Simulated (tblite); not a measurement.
Compound: C₄H₈BF₂O₂ (doublet state).
Numbering: `[CH3:1][O:2][C@H:3]([O:4])[CH2:5][CH2:6][B:7]([F:8])[F:9]` (hydrogens: H10, H11, H12 on C1; H13 on C3; H14, H15 on C5; H16, H17 on C6)

Computed with GFN2-xTB (tblite), gas phase: L-BFGS steps from a force-field or distance-geometry start until the largest atomic force falls under 0.01 eV/Å.

Step 0: E = -854.7464 eV
```
atom  x, y, z in Å  |  force x, y, z in eV/Å
C1      2.4225    0.0417   -0.8437    1.392  -0.661   0.071
O2      1.4688   -0.9351   -0.4840    0.067   1.493  -0.984
C3      0.8633   -0.4452    0.6534    2.048  -2.834   3.014
O4      1.2428   -1.2920    1.6932   -0.901   1.718  -1.149
C5     -0.6217   -0.3614    0.6342   -2.135  -0.303   0.459
C6     -1.2384    0.4942   -0.4424   -1.357   0.733  -1.688
B7     -2.8171    0.3733   -0.1948   -1.086  -1.048   4.318
F8     -3.2095   -0.9887    0.1627   -0.004   3.432  -1.222
F9     -3.4678    1.3910    0.6257    1.132  -2.602  -2.409
H10     2.9443   -0.3005   -1.7427   -0.385   0.268  -0.096
H11     1.9894    1.0477   -0.9103   -0.005  -0.185  -0.442
H12     3.2056    0.0833   -0.0430   -0.322   0.000  -0.399
H13     1.2753    0.5512    0.9127   -0.308   0.119   0.099
H14    -0.9592    0.0584    1.6059    0.312  -0.494  -0.328
H15    -1.0597   -1.3731    0.5040    0.628   0.340   0.345
H16    -0.9737    1.5527   -0.3693    0.324  -0.200  -0.162
H17    -1.0720    0.1146   -1.4722    0.601   0.223   0.573
```

Step 1: E = -855.7346 eV
```
atom  x, y, z in Å  |  force x, y, z in eV/Å
C1      2.4424    0.0323   -0.8428    0.446   0.158   0.079
O2      1.4698   -0.9138   -0.4981   -0.164   0.764  -0.707
C3      0.8925   -0.4857    0.6965    0.771  -0.904   1.024
O4      1.2300   -1.2675    1.6768   -0.299   0.200   0.419
C5     -0.6522   -0.3657    0.6408   -0.716   0.372  -0.383
C6     -1.2578    0.5047   -0.4666   -0.939   0.182  -0.208
B7     -2.8326    0.3584   -0.1331    0.106  -0.566   2.550
F8     -3.2096   -0.9397    0.1454   -0.454   2.173  -0.718
F9     -3.4516    1.3538    0.5912    0.446  -1.724  -1.453
H10     2.9388   -0.2967   -1.7442   -0.129   0.102  -0.378
H11     1.9893    1.0451   -0.9167    0.225  -0.352  -0.385
H12     3.2010    0.0833   -0.0488    0.106  -0.025  -0.062
H13     1.2709    0.5529    0.9140   -0.431   0.063   0.025
H14    -0.9548    0.0513    1.6012    0.036  -0.254   0.102
H15    -1.0508   -1.3682    0.5089    0.284  -0.174   0.240
H16    -0.9691    1.5499   -0.3716    0.228  -0.068  -0.197
H17    -1.0635    0.1178   -1.4640    0.485   0.053   0.051
```

Step 2: E = -856.0546 eV
```
atom  x, y, z in Å  |  force x, y, z in eV/Å
C1      2.4580    0.0346   -0.8405    0.025   0.211  -0.247
O2      1.4656   -0.8896   -0.5194   -0.323   0.158  -0.057
C3      0.9185   -0.5174    0.7319   -0.071   0.862  -0.930
O4      1.2196   -1.2574    1.6845    0.214  -1.090   1.544
C5     -0.6770   -0.3568    0.6321    0.007   0.197  -0.268
C6     -1.2862    0.5115   -0.4768   -0.097  -0.010   0.271
B7     -2.8329    0.3406   -0.0540    2.269   0.191  -0.364
F8     -3.2215   -0.8730    0.1231   -1.380  -1.037  -0.018
F9     -3.4367    1.3012    0.5464   -1.148   0.827   0.432
H10     2.9343   -0.2932   -1.7543   -0.042   0.094  -0.294
H11     1.9952    1.0353   -0.9280    0.270  -0.058  -0.324
H12     3.2029    0.0827   -0.0515    0.359  -0.034   0.158
H13     1.2588    0.5548    0.9149   -0.432   0.017   0.011
H14    -0.9529    0.0433    1.6030   -0.055  -0.119   0.160
H15    -1.0415   -1.3718    0.5162    0.163  -0.180   0.121
H16    -0.9622    1.5475   -0.3772    0.052  -0.063  -0.194
H17    -1.0490    0.1198   -1.4610    0.190   0.032  -0.001
```

Task: Estimate the geometry and energy of step 3. (The exact step hangs on the optimiser's Hessian estimate; all steps are aligned on step 2, rigid shifts and turns removed.)

Result: E = -856.1680 eV, largest force 0.907 eV/Å
```
atom  x, y, z in Å  |  force x, y, z in eV/Å
C1      2.4596    0.0363   -0.8433    0.083   0.142  -0.141
O2      1.4621   -0.8864   -0.5209   -0.239   0.181   0.040
C3      0.9196   -0.5102    0.7240    0.034   0.035   0.094
O4      1.2212   -1.2681    1.7008   -0.126  -0.149   0.319
C5     -0.6789   -0.3550    0.6296    0.198   0.014  -0.036
C6     -1.2885    0.5121   -0.4754    0.201   0.015   0.089
B7     -2.8082    0.3418   -0.0545    0.787   0.009   0.328
F8     -3.2371   -0.8819    0.1219   -0.887  -0.065  -0.177
F9     -3.4488    1.3085    0.5492   -0.505   0.044  -0.081
H10     2.9335   -0.2919   -1.7577   -0.028   0.075  -0.289
H11     1.9982    1.0346   -0.9321    0.257   0.002  -0.317
H12     3.2066    0.0823   -0.0501    0.256  -0.042   0.043
H13     1.2537    0.5551    0.9151   -0.359  -0.011   0.059
H14    -0.9532    0.0415    1.6044   -0.044  -0.129   0.109
H15    -1.0391   -1.3735    0.5179    0.148  -0.133   0.104
H16    -0.9613    1.5466   -0.3795    0.062  -0.025  -0.177
H17    -1.0464    0.1204   -1.4605    0.162   0.038   0.033
```

The energy changes by -0.1134 eV. The first-order estimate −F·Δx gives -0.1730 eV and the mean of the old and new forces, exact on a quadratic surface, -0.1144 eV. The step makes an angle of 10° with the force vector and moves no atom by more than 0.025 Å.

The cost below is that of the whole relaxation. Hardware: one thread of an Arm Neoverse V2 (shared host). Cost: 0.8 s of wall time.
